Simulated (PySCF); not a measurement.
## SiF3: adding exact exchange

Base calculation in PySCF with density fitting and no spin–orbit coupling, PBE/def2-TZVP (no relativity): doublet, C3v, Si–F 1.603 Å (×3); F–Si–F 108.0° (×3); wavenumbers 269 (×2), 377, 783, 911 (×2) cm⁻¹; dipole moment 1.07 D, polar-tensor charge of Si 1.64 e, atomisation energy (no zero-point energy) 1716 kJ/mol.

Q: What changes on going to PBE0/def2-TZVP (no relativity)?

A: The point group stays the same. Changes: mean bond to Si -0.022 Å, smallest bond angle -0.1 degrees, highest wavenumber +54 cm⁻¹, lowest wavenumber +20 cm⁻¹, dipole moment +0.08 D, polar-tensor charge of Si +0.11 e, atomisation energy (no zero-point energy) -64 kJ/mol. The new structure has Si–F 1.581 Å (×3); F–Si–F 107.9° (×3), with wavenumbers 289 (×2), 407, 835, 965 (×2) cm⁻¹. Exact exchange shortens and stiffens the bonds, the usual pattern.

Each species is the lowest minimum found with this bonding; other isomers or fragments can lie lower.
